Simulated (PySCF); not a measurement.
## Bi: excitation energy

Bi [Xe] 4f14 5d10 6s2 6p3 (4S) → Bi [Xe] 4f14 5d10 6s1 6p3 6d1 (6D), as a difference of total energies. Calculation: PySCF 2.14, in aug-cc-pwCVTZ-PP with ECP60MDF (8s7p6d4f1g, 96 functions); a scalar-relativistic core potential. Correlated levels: valence: 5s2 5p6 5d10 frozen; valence and next inner shell: nothing frozen outside the core potential. The calculations carry no spin-orbit coupling.

```tsv
method	excitation energy (eV)
UHF	12.968
LDA	15.644
PBE	15.176
PBE0	14.895
r2SCAN	14.914
PBEsol	15.239
wB97X-V	15.246
B97-3	15.154
M06-2X	14.696
MP2 (valence)	13.881
SCS-MP2 (valence)	14.183
MP2 (valence and next inner shell)	15.332
SCS-MP2 (valence and next inner shell)	15.359
```

Problem. How much does correlation contribute at MP2 (valence and next inner shell)?

Solution. 15.332 − (12.968) = 2.364 eV, measured against UHF.

Spin-orbit coupling is strong in these open shells (close to jj coupling). The scalar numbers leave it out and a first-order estimate fails, so it can dominate the gap to the real levels.

The upper state lies above the first ionisation limit.

The promoted electron is Rydberg-like, and one or two diffuse shells describe it only roughly, which tends to raise the upper state.
